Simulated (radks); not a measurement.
Species: neutral lithium. Configuration: [He] 2s1. Method: scalar-relativistic Kohn-Sham, r2SCAN, spin-polarised, spherical densities, finite nucleus; open shells are filled with parallel spins first; meta-GGA in the generalised Kohn-Sham scheme; Fermi nuclear charge, rms radius 2.444 fm; computed with a radial shooting solver on a logarithmic mesh with Libxc functionals.

Unscreened Slater integrals over Kohn-Sham orbitals (cm^-1). They are taken over the spin-up orbitals.

F0(2s,2s): 52249
F0(2s,1s): 72221
G0(2s,1s): 3683.4
F0(1s,1s): 361120
